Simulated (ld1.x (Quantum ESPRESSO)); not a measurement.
# H: variants of one PAW potential

Base potential:

```json
{"Element": "H (Z = 1)", "Generator": "ld1.x (Quantum ESPRESSO) 7.5", "Type": "PAW", "Functional": "LDA (PZ)", "Relativity": "scalar-relativistic", "Frozen core": "none", "Valence charge": "1", "Reference configuration": "1s1", "Partial waves": "1s (bound): rcut 0.90, rcutus 1.20 bohr; 1s channel at 0.7 Ry: rcut 0.90, rcutus 1.20 bohr", "Local potential": "all-electron potential smoothed inside 1.20 bohr (lloc = -1)", "Core correction": "none", "Augmentation charge": "BESSEL, radius 0.75 bohr"}
```

All-electron outer shells of the reference configuration (LDA (PZ), scalar-relativistic, ld1.x):

| shell | level (eV) | outermost node (bohr) | outermost maximum (bohr) |
| --- | --- | --- | --- |
| 1s | -6.36 | – | 1.05 |

Cutoffs, loose and tight: the cutoffs (Ry, on a coarse ladder) from which the occupation-weighted sum of valence levels, in a spherical-Bessel basis at the reference potential, stays within 10 and 1 mRy of its value at 400 Ry. They do not see the model core or the augmentation charge, which bear on the density cutoff. Test errors are all-electron minus pseudo excitation energies from the reference, over the configurations 1s0.5 (two spin-polarised tests are not counted in the largest error). A dash means not determined; rows that change the core or the reference have their own tests.

| change | outcome | cutoff, loose | cutoff, tight | bound ghosts |
| --- | --- | --- | --- | --- |
| base | generated | 15 Ry | 25 Ry | none |
| wave 1s channel at 0.7 Ry: rcut 0.90, rcutus 1.20 bohr becomes 1s channel at 0.65 Ry: rcut 0.90, rcutus 1.20 bohr | generated | 15 Ry | 25 Ry | none |
| waves 1s (bound): rcut 0.90, rcutus 1.34 bohr; 1s channel at 0.7 Ry: rcut 0.90, rcutus 1.34 bohr | generated | 12 Ry | 21 Ry | none |
| augmentation PSQ, radius 1.05 bohr | generated | 15 Ry | 25 Ry | none |
| local potential all-electron potential smoothed inside 0.58 bohr (lloc = -1) | generated | 18 Ry | 30 Ry | none |
| waves 1s (bound): rcut 0.66, rcutus 0.88 bohr; 1s channel at 0.7 Ry: rcut 0.66, rcutus 0.88 bohr; local potential all-electron potential smoothed inside 0.88 bohr (lloc = -1); augmentation BESSEL, radius 0.56 bohr | generated | 21 Ry | 40 Ry | none |
| local potential all-electron potential smoothed inside 1.05 bohr (lloc = -1) | generated | 15 Ry | 25 Ry | none |
| type ultrasoft; local potential all-electron potential smoothed inside 1.00 bohr (lloc = -1); augmentation built from norm-conserving waves at rcut, not smoothed further | generated | 15 Ry | 25 Ry | none |
| functional PBEsol | generated | 15 Ry | 25 Ry | none |
| waves 1s (bound): rcut 0.90, rcutus 1.66 bohr; 1s channel at 0.7 Ry: rcut 0.90, rcutus 1.66 bohr | generated | 10 Ry | 15 Ry | none |
| local potential all-electron potential smoothed inside 0.50 bohr (lloc = -1) | generated | 18 Ry | 30 Ry | none |
| wave 1s channel at 0.7 Ry: rcut 0.90, rcutus 1.20 bohr becomes 1s channel at -0.36 Ry: rcut 0.90, rcutus 1.20 bohr | generated | 15 Ry | 25 Ry | none |
